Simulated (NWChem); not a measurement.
System: GeHClF₂; SMILES [F][GeH]([F])[Cl]

The following NWChem deck was run.

```
start job
memory heap 200 mb stack 900 mb global 1100 mb
geometry units angstroms noautosym nocenter noautoz
  Ge     0.273923     0.371297     0.000000
  F     -0.506625     1.063952    -1.365682
  F     -0.506625     1.063952     1.365682
  Cl    -0.127279    -1.710954     0.000000
  H      1.755115     0.718128     0.000000
end
basis spherical
  Ge library def2-svp
  F library def2-svp
  Cl library def2-svp
  H library def2-svp
end
dft
  xc xpbe96 cpbe96
  iterations 150
end
property
  efieldgrad
end
task dft property
```

NWChem printed, in part:

```
             Northwest Computational Chemistry Package (NWChem) 7.3.0
             --------------------------------------------------------

                             Geometry "geometry" -> ""
                             -------------------------

 Output coordinates in angstroms (scale by  1.889725989 to convert to a.u.)

  No.       Tag          Charge          X              Y              Z
 ---- ---------------- ---------- -------------- -------------- --------------
    1 Ge                  32.0000     0.27392300     0.37129700     0.00000000
    2 F                    9.0000    -0.50662500     1.06395200    -1.36568200
    3 F                    9.0000    -0.50662500     1.06395200     1.36568200
    4 Cl                  17.0000    -0.12727900    -1.71095400     0.00000000
    5 H                    1.0000     1.75511500     0.71812800     0.00000000

 Effective nuclear repulsion energy (a.u.)     398.3891542132

  pbe96 is a nonlocal functional; adding pw91lda local functional.
                              NWChem Property Module
                              ----------------------

  itol2e modified to match energy
  convergence criterion.

                                 NWChem DFT Module
                                 -----------------

 Summary of "ao basis" -> "ao basis" (spherical)
 ------------------------------------------------------------------------------
       Tag                 Description            Shells   Functions and Types
 ---------------- ------------------------------  ------  ---------------------
 Ge                         def2-svp                12       32   5s4p3d
 F                          def2-svp                 6       14   3s2p1d
 Cl                         def2-svp                 8       18   4s3p1d
 H                          def2-svp                 3        5   2s1p

  itol2e modified to match energy
  convergence criterion.

            General Information
            -------------------
          SCF calculation type: DFT
          Wavefunction type:  closed shell.
          No. of atoms     :     5
          No. of electrons :    68
           Alpha electrons :    34
            Beta electrons :    34
          Charge           :     0
          Spin multiplicity:     1
          Use of symmetry is: off; symmetry adaption is: off
          Maximum number of iterations: 150
          AO basis - number of functions:    83
                     number of shells:    35
          Convergence on energy requested:  1.00D-07
          Convergence on density requested:  1.00D-05
          Convergence on gradient requested:  5.00D-04

              XC Information
              --------------
          PerdewBurkeErnzerhof Exchange Functional  1.000
            Perdew 1991 LDA Correlation Functional  1.000 local
           PerdewBurkeErnz. Correlation Functional  1.000 non-local

             Grid Information
             ----------------
          Grid used for XC integration:  fine
          Radial quadrature: Mura-Knowles
          Angular quadrature: Lebedev.
          Tag              B.-S. Rad. Rad. Pts. Rad. Cut. Ang. Pts.
          ---              ---------- --------- --------- ---------
          Ge                  1.25      140           7.0       974
          F                   0.50       70           8.0       590
          Cl                  1.00      123          10.0       770
          H                   0.35       60           9.0       590
          Grid pruning is: on
          Number of quadrature shells:   463
          Spatial weights used:  Erf1

      Superposition of Atomic Density Guess
      -------------------------------------

 Sum of atomic energies:       -2733.45131131

      Non-variational initial energy
      ------------------------------

 Total energy =   -2733.913457
 1-e energy   =   -4603.624873
 2-e energy   =    1471.322261
 HOMO         =      -0.428677
 LUMO         =       0.031453

   convergence    iter        energy       DeltaE   RMS-Dens  Diis-err
 ---------------- ----- ----------------- --------- --------- ---------
 d= 0,ls=0.0,diis     1  -2736.2035506620 -3.13D+03  3.01D-02  1.15D+00
 d= 0,ls=0.0,diis     2  -2735.7779631077  4.26D-01  1.83D-02  6.02D+00
 d= 0,ls=0.0,diis     3  -2736.3371546604 -5.59D-01  3.65D-03  6.86D-02
 d= 0,ls=0.0,diis     4  -2736.3405323074 -3.38D-03  2.08D-03  2.19D-02
 d= 0,ls=0.0,diis     5  -2736.3434796968 -2.95D-03  4.98D-04  3.04D-03
  Resetting Diis
 d= 0,ls=0.0,diis     6  -2736.3437985744 -3.19D-04  5.58D-05  5.10D-05
 d= 0,ls=0.0,diis     7  -2736.3438018295 -3.26D-06  2.13D-05  9.32D-07
 d= 0,ls=0.0,diis     8  -2736.3438017487  8.08D-08  1.16D-05  2.07D-06
 d= 0,ls=0.0,diis     9  -2736.3438019124 -1.64D-07  2.71D-06  1.06D-07
 d= 0,ls=0.0,diis    10  -2736.3438019214 -9.00D-09  4.19D-07  4.89D-09

         Total DFT energy =    -2736.343801921446
      One electron energy =    -4601.930306997213
           Coulomb energy =     1595.158603310036
    Exchange-Corr. energy =     -127.961252447426
 Nuclear repulsion energy =      398.389154213157

 Numeric. integr. density =       67.999999130383

                       DFT Final Molecular Orbital Analysis
                       ------------------------------------

 Vector   32  Occ=2.000000D+00  E=-3.329024D-01
              MO Center=  7.5D-02,  3.2D-01,  2.7D-08, r^2= 3.7D+00
   Bfn.  Coefficient  Atom+Function         Bfn.  Coefficient  Atom+Function
  ----- ------------  ---------------      ----- ------------  ---------------
    72      0.317587  4 Cl py                36     -0.288398  2 F  px
    50     -0.288398  3 F  px                79     -0.253958  5 H  s
    69      0.236109  4 Cl py                80     -0.226910  5 H  s
    37     -0.206854  2 F  py                51     -0.206854  3 F  py
    39      0.195945  2 F  px                53      0.195945  3 F  px

 Vector   33  Occ=2.000000D+00  E=-3.055631D-01
              MO Center= -1.5D-01, -1.4D+00,  3.3D-08, r^2= 1.9D+00
   Bfn.  Coefficient  Atom+Function         Bfn.  Coefficient  Atom+Function
  ----- ------------  ---------------      ----- ------------  ---------------
    73      0.605026  4 Cl pz                70      0.459762  4 Cl pz
    67      0.267132  4 Cl pz                37      0.146881  2 F  py
    51     -0.146881  3 F  py                40     -0.105261  2 F  py
    54      0.105261  3 F  py                17      0.070303  1 Ge pz
    19      0.038146  1 Ge d -1              29     -0.037714  1 Ge d -1

 Vector   34  Occ=2.000000D+00  E=-3.045331D-01
              MO Center= -4.8D-02, -1.5D+00, -2.8D-08, r^2= 1.8D+00
   Bfn.  Coefficient  Atom+Function         Bfn.  Coefficient  Atom+Function
  ----- ------------  ---------------      ----- ------------  ---------------
    71      0.600663  4 Cl px                68      0.457701  4 Cl px
    65      0.265858  4 Cl px                80     -0.127891  5 H  s
    79     -0.120409  5 H  s                 72     -0.091557  4 Cl py
    15      0.080546  1 Ge px                69     -0.069985  4 Cl py
    38     -0.062685  2 F  pz                52      0.062685  3 F  pz

 Vector   35  Occ=0.000000D+00  E=-6.138031D-02
              MO Center=  3.5D-01, -1.6D-02, -1.6D-09, r^2= 3.4D+00
   Bfn.  Coefficient  Atom+Function         Bfn.  Coefficient  Atom+Function
  ----- ------------  ---------------      ----- ------------  ---------------
     4      0.920520  1 Ge s                  5      0.676271  1 Ge s
    80     -0.653017  5 H  s                 72     -0.485117  4 Cl py
     3     -0.441366  1 Ge s                 79     -0.261831  5 H  s
    69     -0.253266  4 Cl py                64     -0.247473  4 Cl s
    63     -0.206514  4 Cl s                 35     -0.199814  2 F  s

 Vector   36  Occ=0.000000D+00  E=-1.372842D-02
              MO Center=  4.8D-01,  1.6D-01,  1.1D-09, r^2= 3.2D+00
   Bfn.  Coefficient  Atom+Function         Bfn.  Coefficient  Atom+Function
  ----- ------------  ---------------      ----- ------------  ---------------
    17      0.860975  1 Ge pz                14      0.408932  1 Ge pz
    35      0.271241  2 F  s                 49     -0.271241  3 F  s
    73     -0.266506  4 Cl pz                11     -0.212640  1 Ge pz
    36     -0.149618  2 F  px                50      0.149618  3 F  px
    31     -0.148546  1 Ge d  1              70     -0.148202  4 Cl pz

 Vector   37  Occ=0.000000D+00  E=-1.446074D-03
              MO Center=  3.6D-01,  6.4D-01,  5.3D-10, r^2= 3.3D+00
   Bfn.  Coefficient  Atom+Function         Bfn.  Coefficient  Atom+Function
  ----- ------------  ---------------      ----- ------------  ---------------
    16      0.867789  1 Ge py                13      0.396205  1 Ge py
    64      0.352466  4 Cl s                 15     -0.348862  1 Ge px
    72      0.262107  4 Cl py                35     -0.243381  2 F  s
    49     -0.243381  3 F  s                 71      0.234412  4 Cl px
    10     -0.198806  1 Ge py                38      0.177596  2 F  pz

     Multipole analysis of the density
     ---------------------------------

     L   x y z        total         alpha         beta         nuclear
     -   - - -        -----         -----         ----         -------
     0   0 0 0     -0.000000    -34.000000    -34.000000     68.000000

     1   1 0 0      0.771384      1.106001      1.106001     -1.440617
     1   0 1 0     -0.090806     -2.563038     -2.563038      5.035269
     1   0 0 1      0.000000      0.000000      0.000000      0.000000

     2   2 0 0    -28.151868    -32.604311    -32.604311     37.056755
     2   1 1 0      1.355008      3.329671      3.329671     -5.304334
     2   1 0 1     -0.000000     -0.000000     -0.000000      0.000000
     2   0 2 0    -29.981997   -149.027943   -149.027943    268.073888
     2   0 1 1      0.000000      0.000000      0.000000      0.000000
     2   0 0 2    -31.344566    -75.615404    -75.615404    119.886242

          -----------------------
          Electric field gradient
          -----------------------

 1 a.u. = 0.324123 10**(16) esu/cm**3  ( or statvolts/cm**2 ) = 0.97174 10**(22) v/m**2

 ------------------------------------------------------------
   Atom      X         Y         Z
 ------------------------------------------------------------
    1 Ge   0.51764   0.70165   0.00000
 ------------------------------------------------------------

 Electric field gradient in molecular frame (a.u.)
         XX             YY             ZZ             XY             XZ             YZ
 ------------------------------------------------------------------------------------------
        0.976524      -0.273923      -0.702601       0.409244      -0.000000      -0.000000

 Principal components (a.u.) and orientation
 of principal axis w.r.t. absolute frame                      Asymmetry parameter eta
 --------------------------------------------------------------------------------------
        1.098552      -0.702601      -0.395952                       0.279139

        0.958305      -0.000000      -0.285747
        0.285747       0.000000       0.958305
       -0.000000       1.000000      -0.000000

 ------------------------------------------------------------
   Atom      X         Y         Z
 ------------------------------------------------------------
    2 F   -0.95738   2.01058  -2.58076
 ------------------------------------------------------------

 Electric field gradient in molecular frame (a.u.)
         XX             YY             ZZ             XY             XZ             YZ
 ------------------------------------------------------------------------------------------
        0.339017       0.349858      -0.688875       0.451568      -0.802228       0.747100

 Principal components (a.u.) and orientation
 of principal axis w.r.t. absolute frame                      Asymmetry parameter eta
 --------------------------------------------------------------------------------------
       -1.532003       0.802190       0.729813                       0.047244

        0.441370       0.829689      -0.341771
       -0.420593       0.527733       0.737970
        0.792650      -0.181971       0.581887

 ------------------------------------------------------------
   Atom      X         Y         Z
 ------------------------------------------------------------
    3 F   -0.95738   2.01058   2.58076
 ------------------------------------------------------------

 Electric field gradient in molecular frame (a.u.)
         XX             YY             ZZ             XY             XZ             YZ
 ------------------------------------------------------------------------------------------
        0.339017       0.349858      -0.688875       0.451568       0.802228      -0.747101

 Principal components (a.u.) and orientation
 of principal axis w.r.t. absolute frame                      Asymmetry parameter eta
 --------------------------------------------------------------------------------------
       -1.532003       0.802190       0.729813                       0.047244

       -0.441370       0.829689      -0.341771
        0.420593       0.527733       0.737970
        0.792650       0.181971      -0.581887

 ------------------------------------------------------------
   Atom      X         Y         Z
 ------------------------------------------------------------
    4 Cl  -0.24052  -3.23323   0.00000
 ------------------------------------------------------------

 Electric field gradient in molecular frame (a.u.)
         XX             YY             ZZ             XY             XZ             YZ
 ------------------------------------------------------------------------------------------
        1.105494      -2.252773       1.147279      -0.640837       0.000000       0.000000

 Principal components (a.u.) and orientation
 of principal axis w.r.t. absolute frame                      Asymmetry parameter eta
 --------------------------------------------------------------------------------------
       -2.370905       1.223625       1.147279                       0.032201

        0.181285       0.983431      -0.000000
        0.983431      -0.181285       0.000000
       -0.000000       0.000000       1.000000

 ------------------------------------------------------------
   Atom      X         Y         Z
 ------------------------------------------------------------
    5 H    3.31669   1.35707   0.00000
 ------------------------------------------------------------

 Electric field gradient in molecular frame (a.u.)
         XX             YY             ZZ             XY             XZ             YZ
 ------------------------------------------------------------------------------------------
       -0.136098       0.062857       0.073241      -0.046822       0.000000       0.000000

 Principal components (a.u.) and orientation
 of principal axis w.r.t. absolute frame                      Asymmetry parameter eta
 --------------------------------------------------------------------------------------
       -0.146566       0.073325       0.073241                       0.000571

        0.975906      -0.218190      -0.000000
        0.218190       0.975906       0.000000
       -0.000000      -0.000000       1.000000
```

Level: PBE/def2-SVP. Geometry: optimised at PBE0/def2-SVP. NWChem prints the field gradient with the sign opposite to the second derivative of the potential.
